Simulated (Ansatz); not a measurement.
(LiF)4 ring (Li4F4). The state is a singlet with charge 0. Geometry PBE-D4/def2-SVP.

```xyz
8

F     1.136   -0.083    1.942
F    -1.898   -0.548    1.084
F    -1.136    0.083   -1.942
F     1.898    0.548   -1.084
Li    2.047    0.313    0.579
Li   -0.513   -0.425    2.039
Li   -2.047   -0.314   -0.580
Li    0.513    0.426   -2.039
```

B3LYP takes the VWN-RPA correlation. HSE06 is defined as in plane-wave codes, on full-range PBE exchange. Another isomer (singlet) lies 0.38 eV lower at PBE0-D4/def2-TZVP; other spin states weren't run for this one.

(1) Estimate the orbital energies around the gap (eV) in Ansatz with PBE-D4/def2-SVP, B3LYP-D4/def2-TZVP, PBE0-D4/def2-SVP, PBE0-D4/def2-TZVP, HSE06-D4/def2-TZVP.

Answers

(1) 
```
orbital  PBE-D4/def2-SVP  B3LYP-D4/def2-TZVP  PBE0-D4/def2-SVP  PBE0-D4/def2-TZVP  HSE06-D4/def2-TZVP
 HOMO−9            -7.99              -10.03            -10.01             -10.30               -9.88
 HOMO−8            -7.72               -9.76             -9.73             -10.03               -9.61
 HOMO−7            -7.66               -9.75             -9.67             -10.00               -9.58
 HOMO−6            -7.47               -9.50             -9.46              -9.75               -9.33
 HOMO−5            -7.32               -9.40             -9.34              -9.66               -9.24
 HOMO−4            -7.32               -9.40             -9.34              -9.66               -9.24
 HOMO−3            -7.24               -9.32             -9.24              -9.58               -9.16
 HOMO−2            -7.24               -9.32             -9.24              -9.58               -9.16
 HOMO−1            -7.08               -9.16             -9.10              -9.43               -9.01
   HOMO            -6.99               -9.16             -9.01              -9.42               -9.00
   LUMO            -0.79               -0.54             -0.26              -0.26               -0.56
 LUMO+1            -0.20                0.12              0.27               0.39                0.11
 LUMO+2            -0.20                0.12              0.28               0.39                0.11
 LUMO+3             0.21                0.63              0.63               0.87                0.62
 LUMO+4             1.54                1.18              2.29               1.45                1.11
 LUMO+5             1.99                1.95              2.79               2.24                1.89
```
